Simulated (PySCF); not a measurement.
# How methods differ on the excitation energy of Sn²⁺

Sn²⁺ [Kr] 4d10 5s2 (1S) → Sn²⁺ [Kr] 4d10 5s1 6s1 (3S), as a difference of total energies. Calculation: PySCF 2.14, in x2c-TZVPPall with one added diffuse shell each of s, p, d, f type (9s7p5d3f, 76 functions); scalar relativity by spin-free X2C-1e. Correlated levels: valence and next inner shell: [Ar] 3d10 frozen. The calculations carry no spin-orbit coupling.

```tsv
method	excitation energy (eV)
UHF	15.781
MP2 (valence and next inner shell)	17.298
SCS-MP2 (valence and next inner shell)	17.342
CCSD (valence and next inner shell)	17.146
CCSD(T) (valence and next inner shell)	17.212
```

**Question.** How much does correlation contribute at CCSD(T) (valence and next inner shell)?

**Answer.** 17.212 − (15.781) = 1.431 eV, measured against UHF.

The promoted electron is Rydberg-like, and one or two diffuse shells describe it only roughly, which tends to raise the upper state.
